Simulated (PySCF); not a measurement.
Computed IR spectrum (relative IR intensity) of a molecule C3H3ClF2. The structure is a stationary point at B3LYP-D3(BJ)/def2-SVP. The values are those of a single conformer. Computed with B3LYP-D3(BJ)/def2-SVP (PySCF). Frequencies are harmonic and unscaled.

Lines under 2 % of the strongest are left out, and lines within 2 cm⁻¹ are merged.

```csv
ν (cm⁻¹),relative intensity
534,5.6
672,27
836,18
867,23
962,23
986,19
1112,100
1175,64
1234,8.0
1384,43
1401,51
1715,58
3043,30
```

Question: Which structure fits?
A. C=C(Cl)C(F)F
B. C/C(F)=C(\F)Cl
C. F[C@@H]1[C@H](F)[C@H]1Cl
D. FC(F)/C=C/Cl

Answer: D, FC(F)/C=C/Cl
